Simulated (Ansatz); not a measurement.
Calculated with Ansatz (gas phase, PBE0-D4/def2-TZVP geometries, no zero-point term in ΔE). CCSD(T)/CBS adds triple-zeta CCSD(T) − MP2 to the extrapolated MP2 energy (def2 sets, frozen cores). This one scheme is used for every species. DFT in def2-TZVPP. B3LYP here is the variant with VWN-RPA as its local correlation; programs differ in this. HSE06 is defined as in plane-wave codes. def2 core potentials past Kr. For Sn outer-core shells are correlated without core-valence functions, which leaves a few kJ/mol of doubt a bond. One conformer a species, not always the lowest.

`[SiH3][SnH2][Cl]` + `N=C=O` → `O=C=[N][SnH2][Cl]` + SiH₄  (cleavage of the Sn–Si bond)

```csv
level,ΔE (eV)
B3LYP,-0.17
HSE06,-0.06
LC-ωPBE,-0.17
MP2/def2-SVP,-0.35
CCSD/def2-TZVPP,-0.27
HF/def2-QZVPP,-0.44
MP2/def2-QZVPP,-0.27
SCS-MP2/def2-QZVPP,-0.33
```

Task: What does CCSD(T)/CBS give? (An estimate is asked.)

Result: Computed: -0.22 eV. The listed levels differ from it by 0.05, 0.16, 0.05, -0.13, -0.05, -0.22, -0.05, -0.11 eV.

Task: What do rigid-rotor, harmonic-oscillator terms from PBE0-D4/def2-TZVP frequencies (298.15 K, 1 bar) make of the CCSD(T)/CBS value? (Best estimate.)

Result: The calculation gave: ΔZPE = -0.04 eV, ΔH = -0.26 eV, ΔS = -13 J/(mol·K), ΔG = -0.22 eV. Modes under 50 cm⁻¹ make the entropy rough.

Largest T1 diagnostic among the species: 0.018.

In def2-TZVPP, CCSD(T) changes the Hartree–Fock value by +0.17 eV (the triples alone add +0.01 eV) and MP2 by +0.13 eV. Leaving LDA and LC-ωPBE aside and taking each functional with its dispersion term where it has one, the values, not all of them listed here, spread over 0.23 eV, from BHLYP-D4 to PBE-D4. LDA lies +0.06 eV from PBE without D4.
